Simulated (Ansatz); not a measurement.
`C[O][Mo]([F])([Cl])([Cl])([Cl])[O]C`. The species carries charge 0 and has multiplicity 1. Mo: def2 effective core potential.

```xyz
15

C    -2.169    1.717    0.320
O    -1.151    0.774    0.439
Mo    0.471    0.360   -0.259
F     1.381    0.214    1.375
Cl   -0.568    0.577   -2.315
Cl    0.999    2.610   -0.101
Cl    2.449    0.092   -1.434
O     0.368   -1.449   -0.134
C     1.208   -2.497    0.245
H    -2.564    1.669   -0.702
H    -2.950    1.485    1.045
H    -1.750    2.712    0.501
H     1.624   -2.273    1.232
H     2.023   -2.573   -0.483
H     0.627   -3.420    0.272
```

**Question.** What are the harmonic wavenumbers in cm⁻¹ at PBE0-D4/def2-TZVP (Ansatz, finite differences of forces, unscaled)? (Best estimate.)

**Answer.** The calculation gave: 69, 85, 97, 109, 128, 145, 154, 155, 185, 198, 228, 305, 316, 331, 337, 355, 382, 405, 593, 612, 647, 1122, 1136, 1143, 1150, 1166, 1173, 1442, 1445, 1457, 1459, 1462, 1464, 3017, 3024, 3094, 3103, 3140, 3141.

**Question.** Is this a minimum?

**Answer.** Yes, all 39 modes are real.

**Question.** Give the ideal-gas thermochemistry at 298.15 K and 1 bar (rigid rotor, harmonic oscillator; point group C1, symmetry number 1).

**Answer.** Zero-point energy 239.1 kJ/mol; H(298) − E = 276.5 kJ/mol; entropy 484.8 J/(mol·K), of which translation 179.3, rotation 129.8, vibration 175.7; G(298) − E = 131.9 kJ/mol. Modes under 100 cm⁻¹ are hindered rotations or soft bends, so the harmonic entropy is rough.

**Question.** Rotational constants (cm⁻¹)?

**Answer.** 0.03041, 0.02317, 0.02215.
